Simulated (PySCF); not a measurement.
# A series of derivatives of C#CC=C[SiH](C)C

Parent skeleton `[CH:1]#[C:2][CH:3]=[CH:4][SiH:5]([CH3:6])[CH3:7]`; one hydrogen on atom 4 is replaced by X. Hydrogens on one atom are averaged.

Level of theory: geometry: GFN2-xTB, shieldings: GIAO PBE0/pcSseg-1, in PySCF (no solvent, equivalent nuclei averaged, non-relativistic, one computed conformer).

Shifts are taken against calculated references (same method and geometry level): ¹³C (σ = 186.93 ppm) and ²⁹Si (σ = 349.16 ppm) and ¹H (σ = 31.72 ppm) vs TMS.

Parent (X = H): C1 89.2, C2 88.1, C3 132.5, C4 156.3, Si5 -18.0, C6 -2.2, C7 -2.2, H(C1) 2.81, H(C3) 6.28 ppm. Effects are Δδ = δ(X) − δ(H), positive for deshielding.

Known members:
| X | C1 | C2 | C3 | C4 | Si5 | C6 | C7 | H(C1) | H(C3) |
| --- | --- | --- | --- | --- | --- | --- | --- | --- | --- |
| COCH3 | +17.6 | -2.1 | +2.5 | +10.4 | -6.4 | -0.5 | -0.5 | +0.91 | +0.54 |
| CH2SiH3 | +3.7 | -0.1 | -8.4 | +11.3 | +0.1 | -1.8 | -1.8 | +0.13 | +0.02 |
| CH3 | +2.3 | -0.1 | -6.9 | +9.8 | -3.0 | -2.5 | -2.5 | +0.02 | +0.06 |
| Cl | +9.2 | -5.7 | -6.9 | +9.8 | +3.2 | -1.3 | -1.3 | +0.44 | -0.02 |

Four more derivatives gave (Δδ, ppm):
```json
{"compound": "1", "C1": "+18.3", "C2": "-1.9", "C3": "+13.6", "C4": "-20.1", "Si5": "-6.1", "C6": "-2.0", "C7": "-2.0", "H(C1)": "+0.98", "H(C3)": "+0.76"}
{"compound": "2", "C1": "+10.8", "C2": "-6.2", "C3": "-11.1", "C4": "+12.4", "Si5": "-6.6", "C6": "+0.9", "C7": "+0.9", "H(C1)": "+0.57", "H(C3)": "-0.53"}
{"compound": "3", "C1": "+13.3", "C2": "-6.0", "C3": "-8.6", "C4": "+39.8", "Si5": "-14.4", "C6": "+2.6", "C7": "-3.1", "H(C1)": "+0.62", "H(C3)": "-0.17"}
{"compound": "4", "C1": "+9.7", "C2": "-2.0", "C3": "+4.9", "C4": "-10.8", "Si5": "+6.4", "C6": "-0.8", "C7": "-0.8", "H(C1)": "+0.57", "H(C3)": "+0.17"}
```

Q: Their substituents are CHCl2, CN, SOCH3, ethynyl. Which is which?

A: 1: X = CN (C#C/C=C(/C#N)[SiH](C)C); 2: X = CHCl2 (C#C/C=C(\C(Cl)Cl)[SiH](C)C); 3: X = SOCH3 (C#C/C=C(/[SiH](C)C)[S@@](C)=O); 4: X = ethynyl (C#C/C=C(\C#C)[SiH](C)C).
